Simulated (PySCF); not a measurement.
NbCl5 (singlet state).
SMILES: `[Cl][Nb]([Cl])([Cl])([Cl])[Cl]`

The closed-shell ground state was solved at several levels (PySCF, density fitting, gas phase). Geometry: PBE0-D3(BJ)/def2-SVP; no solvent, vibrations or thermal averaging. Atoms past krypton carry effective core potentials; spin–orbit coupling is left out.

```json
{"level": "CAM-B3LYP/def2-SVPD", "basis functions": "169", "HOMO (eV)": "-10.57", "LUMO (eV)": "-3.53", "gap (eV)": "7.04", "dipole (D)": "0.02"}
{"level": "PBE0/pcSseg-1 (def2-TZVP on Nb)", "basis functions": "160", "HOMO (eV)": "-9.35", "LUMO (eV)": "-4.58", "gap (eV)": "4.77", "dipole (D)": "0.02"}
```

(1) What might B3LYP/pcSseg-1 (def2-TZVP on Nb) (160 basis functions) give for the same quantities?

(2) Over all these levels, which gives the widest orbital gap and which the narrowest?

(3) How far do the dipole and the HOMO energy spread over the levels?

Answers

(1) HOMO -9.04 eV, LUMO -4.68 eV, gap 4.36 eV, dipole 0.02 D.

(2) CAM-B3LYP/def2-SVPD (range-separated hybrid) has the widest, 7.04 eV, and B3LYP/pcSseg-1 (def2-TZVP on Nb) (global hybrid, 20 % exact exchange) the narrowest, 4.36 eV. Functional and basis both differ between the two, so the spread mixes both effects.

(3) The dipole runs from 0.02 to 0.02 D (mean 0.02 D) and the HOMO from -10.57 to -9.04 eV.
